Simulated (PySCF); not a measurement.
PbF2, SMILES [F][Pb][F] (connectivity only; charge and spin as stated), neutral, multiplicity 1. Atoms are numbered in the order given.

```xyz
3

Pb     0.0000     0.0000     0.2458
F      0.0000    -1.5514    -1.1198
F      0.0000     1.5514    -1.1198
```
Charge 0, spin multiplicity 1.

Geometry optimised at PBE-D3(BJ)/def2-TZVP. The def2 effective core potentials stand for the cores of Pb; spin–orbit coupling is left out.

These are PBE-D3(BJ)/def2-TZVP (PySCF 2.14.0) values and carry that method's errors.

Frequencies are harmonic and unscaled.

```csv
mode,ν (cm⁻¹),IR (km/mol),moving atoms (share of kinetic energy)
1,150,7.6,F 93 %
2,501,106.9,"F 91 %, Pb 9 %"
3,518,70.3,"F 92 %, Pb 8 %"
```
